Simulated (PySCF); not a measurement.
## Working out the ionisation energy of Pd

Pd [Kr] 4d10 (1S) → Pd⁺ [Kr] 4d9 (2D). Calculation: PySCF 2.14, in def2-QZVPPD with the def2 core potential (28 electrons) (7s5p4d4f2g, 88 functions); a scalar-relativistic core potential. Frozen: 4s2 4p6. Energies in hartree (1 hartree = 27.21139 eV):

| part | Pd (lower) | Pd⁺ (upper) |
| --- | --- | --- |
| UHF | -127.032375 | -126.802694 |
| CCSD correlation | -0.354194 | -0.287117 |
| (T) | -0.019460 | -0.011076 |

Question: What does Hartree-Fock give?

Answer: (-126.802694) − (-127.032375) = 0.229681 hartree = 6.250 eV.

Question: What do CCSD and CCSD(T) give?

Answer: The CCSD correlation energies differ by 0.067077 hartree = 1.825 eV and the triples by 0.008384 hartree = 0.228 eV, so CCSD gives 8.075 eV and CCSD(T) 8.303 eV.

Measured between the centres of the two terms (NIST): 8.512 eV, so CCSD(T) (valence) is off by -0.209 eV.

What remains against the reference includes basis incompleteness, the frozen core and higher excitations.
